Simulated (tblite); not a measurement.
C4H12N2OSi.
SMILES with atom numbers: `[NH2:1][SiH:2]([NH2:3])[O:4][CH:5]1[CH2:6][CH2:7][CH2:8]1` (hydrogens: H9, H10 on N1; H11 on Si2; H12, H13 on N3; H14 on C5; H15, H16 on C6; H17, H18 on C7; H19, H20 on C8)

Structure used (GFN2-xTB), in Å, numbered top down from 1:
```xyz
20
C4H12N2OSi angstrom
N      2.2711    1.2702    0.0497
Si     1.9037   -0.1879   -0.8002
N      2.5917   -1.4098    0.2099
O      0.3076   -0.4039   -0.9754
C     -0.6882   -0.3605   -0.0072
C     -1.2965    1.0257    0.2801
C     -2.6991    0.4189    0.1248
C     -2.0700   -0.8444   -0.4828
H      1.8059    2.1113   -0.2496
H      3.2308    1.4747    0.2713
H      2.2603   -0.2374   -2.2196
H      3.5660   -1.3427    0.4512
H      2.3652   -2.3658   -0.0107
H     -0.3529   -0.8637    0.9039
H     -1.0520    1.7242   -0.5170
H     -1.0523    1.4700    1.2418
H     -3.3882    0.9651   -0.5158
H     -3.1798    0.2278    1.0820
H     -2.1198   -0.8605   -1.5689
H     -2.4088   -1.8005   -0.0899
```

Method: GFN2-xTB as coded in tblite; computed harmonic values from a numerical Hessian at the method's own geometry, unscaled. Against measured fundamentals such values can be off by several per cent, at times by over 20. Modes of hydrogen on silicon can be 10 to 20 % off. One conformer, not necessarily the lowest.

Harmonic wavenumbers (cm⁻¹): 26.3, 47.8, 84.0, 121.5, 158.8, 200.9, 214.6, 268.7, 314.9, 380.2, 428.2, 523.2, 575.0, 621.8, 673.4, 728.6, 768.7, 792.8, 812.1, 813.8, 829.9, 910.6, 920.3, 973.8, 981.3, 1029.0, 1052.6, 1066.4, 1120.5, 1179.0, 1183.3, 1198.5, 1231.7, 1237.9, 1250.6, 1258.6, 1324.6, 1462.1, 1465.8, 1489.4, 1526.3, 1537.9, 2227.5, 2919.1, 2998.4, 3008.3, 3013.3, 3019.5, 3023.1, 3031.0, 3488.5, 3489.5, 3522.7, 3526.1.

A = 3631, B = 954.4, C = 845.6 MHz; mass 132.072 u (most abundant isotopes); point group C1, symmetry number 1.

Q: What is the zero-point energy?

A: ½Σν̃ = 36026 cm⁻¹ = 103.00 kcal/mol.

Q: Entropy at 200 K, 1 bar (ideal gas, RRHO, classical rotation)?

A: Translation 38.59, rotation 27.90, vibration 22.92: S = 89.4 cal/(mol K).

Q: And Cp and H(200 K) − H(0)?

A: Cp = 29.88 cal/(mol K), of which vibrations give 21.93 (their classical limit is 54 R = 107.3); H(200 K) − H(0) = 3.91 kcal/mol without the zero-point energy, 2.32 from vibrations.

Q: What must be added to the electronic energy to get the Gibbs energy at 200 K and 1 bar?

A: ZPE + [H(200 K) − H(0)] − T·S = 103.00 + 3.91 − 17.88 = 89.03 kcal/mol.

Q: Blend soft modes into free rotors: weight 1/[1 + (100 cm⁻¹/ν̃)⁴] for the oscillator and the rest for a rotor with moment μB/(μ + B), μ = h/(8π²ν), B = 10⁻⁴⁴ kg m². What vibrational entropy results?

A: 20.34 cal/(mol K) in place of 22.92, which changes −T·S at 200 K by +0.52 kcal/mol.

Q: How do the functions run with temperature in this model?

A: 
```tsv
T (K)	S (cal/(mol K))	Cp (cal/(mol K))	H − H(0) (kcal/mol)	G − H(0) (kcal/mol)	ln q(vib)
150	81.6	24.9	2.55	-9.69	4.20
250	96.6	35.3	5.54	-18.62	7.13
298.15	103.3	40.7	7.37	-23.43	8.50
400	116.8	51.5	12.08	-34.65	11.36
600	141.0	67.6	24.10	-60.49	16.88
900	171.4	82.5	46.80	-107.50	24.64
```

q(vib) and H(0) count from the zero-point level.

Q: Which modes carry the vibrational entropy at 200 K?

A: 26.3 cm⁻¹: 5.30; 47.8 cm⁻¹: 4.12; 84.0 cm⁻¹: 3.02; 121.5 cm⁻¹: 2.32; 158.8 cm⁻¹: 1.83; 200.9 cm⁻¹: 1.42 cal/(mol K); the other 48 give 4.92 together.

Hindered rotation and anharmonicity are outside this model. Other conformers, if any are populated, would add a mixing term that is left out. The structure is chiral; the term R ln 2 for an equal mix with its mirror image is left out.

Hardware: an AMD EPYC 9B45 with one thread, shared host with 96 logical CPUs at a one-minute load of 14. Cost: 0.49 s wall. The figure is for the frequency step alone.
